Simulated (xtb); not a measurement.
Cd(Me)(SMe) (C2H6CdS), SMILES C[S][Cd][CH3]. All values are semi-empirical tight-binding results from xtb (GFN2-xTB unless named), good for trends rather than for accurate numbers. Geometry optimised at GFN2-xTB. One conformer was computed; it need not be the lowest.

Optimised geometry:

Bond lengths (Å): Cd1–C2 2.194, Cd1–S6 2.460, C2–H3 1.085, C2–H4 1.091, C2–H5 1.090, S6–C7 1.831, C7–H8 1.091, C7–H9 1.086, C7–H10 1.094. Bond angles (°): C2–Cd1–S6 130.6, Cd1–C2–H3 113.9, Cd1–C2–H4 107.3, Cd1–C2–H5 107.8, H3–C2–H4 109.3, H3–C2–H5 109.1, H4–C2–H5 109.4, Cd1–S6–C7 92.0, S6–C7–H8 109.9, S6–C7–H9 106.6, S6–C7–H10 110.4, H8–C7–H9 109.4, H8–C7–H10 111.1, H9–C7–H10 109.5.
Charge 0, spin multiplicity 1.

For metal compounds this method's bond lengths and energies can be far off.

```
Item                                          Result
-------------------------------------  -------------
orbital gap                                  2.73 eV
zero-point energy                      44.3 kcal/mol
G − E(el) at 298.15 K (modified RRHO)  22.5 kcal/mol
```

**Question.** Give the atomic charges and the Wiberg bond orders between heavy atoms. (Estimate from the structure and the level; the computed values follow.)

**Answer.** charges (e) Cd1 0.33, C2 -0.21, H3 0.05, H4 0.05, H5 0.05, S6 -0.40, C7 -0.03, H8 0.05, H9 0.06, H10 0.05. Bond orders Cd1–C2 0.77, Cd1–S6 0.69, C2–S6 0.33, S6–C7 1.00.
